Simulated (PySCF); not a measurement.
Structure problem from calculated spectra and properties.

Formula: C3H10Si.

- UV, strongest line: among the 10 lowest singlet transitions: S4 at 8.82 eV (141 nm, f = 0.248) [TDDFT wB97X-D/def2-SVPD]
- Triplet: lowest triplet excitation (Tamm–Dancoff): 7.49 eV [TDA wB97X-D/def2-SVPD]
- XPS: Si2p3/2 106.4, C1s 290.2, C1s 290.6 (×2), Si1s 1846.2 eV [ΔSCF SCAN, pcX-2 on the ionised atom, pcseg-1 elsewhere, spin-free X2C, 2p3/2 from a spin–orbit splitting computed afterwards within the 2p shell]
- Dipole: 0.84 D [wB97X-D/def2-SVPD]
- 13C NMR: chemical shifts (computed TMS as zero) by class: 21.7 (2 C), 13.8 (1 C) ppm [GIAO B3LYP/pcSseg-1]
- Rotational structure: rotational constants A, B, C: 7.382, 4.112, 2.969 GHz [PBE0-D3(BJ)/def2-SVP]

Gas-phase values; electronic properties from PySCF, density fitting. Levels stand in brackets. Isolated species at its PBE0-D3(BJ)/def2-SVP geometry, gas phase. NMR values are class means; diastereotopic atoms form classes of their own.

Question: What is the compound? Reason from the data.

Answer: 3 carbons fall into 2 classes; from least to most shielded: carbon bonded to C and 3 H (21.7 ppm, 2 C), carbon bonded to 2 C, Si and H (13.8 ppm). The core levels belong to: Si2p3/2 106.4 eV, silicon bonded to C and 3 H; C1s 290.2 eV, carbon bonded to 2 C, Si and H; C1s 290.6 eV, carbon bonded to C and 3 H; Si1s 1846.2 eV, silicon bonded to C and 3 H. The optimised geometry has point group Cs and is an asymmetric top. Structure: Si(iPr)H3 (`[H][Si]([H])([H])C(C)C`). Computed isomers that give other values at the same levels: `C[SiH](C)C` (core binding energies: Si2p3/2 106.0, C1s 290.0 (×3), Si1s 1845.8 eV); `[H][Si](C)(C)C` (13C chemical shifts (computed TMS as zero) by class: -2.0 (3 C) ppm). The assignments are read from this structure; whether some other isomer fits the data as well wasn't checked.
